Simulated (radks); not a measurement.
Initial-state core-level shifts of the tin ion Sn3+ when its valence configuration changes from [Kr] 4d10 5s1. All-electron calculation, scalar-relativistic Kohn-Sham, BLYP, spin-polarised, spherical densities, point nucleus; open shells are filled with parallel spins first (spin-orbit coupling, left out, can overturn this in heavy ions). Program: a radial shooting solver on a logarithmic mesh with Libxc functionals. Shifts are changes of the shell-averaged eigenvalues in eV (positive: less bound).

valence                3s       3p       4s       4p
4d10 5p1           -1.400   -1.399   -1.390   -1.380
4d9 5s2            -7.323   -7.324   -6.274   -5.995
4d10 5s0.5 5p0.5   -0.703   -0.702   -0.698   -0.693
4d8 5s1 5p2       -17.309  -17.310  -14.952  -14.343
4d9.5 5s1 5p0.5    -4.270   -4.270   -3.763   -3.619
4d9 5s1 5p1        -8.579   -8.579   -7.511   -7.217
4d8 5s2 5p1       -16.198  -16.200  -13.870  -13.279
4d7.5 5s2 5p1.5   -20.681  -20.684  -17.629  -16.875
4d9.5 5p1.5        -5.640   -5.640   -5.118   -4.963
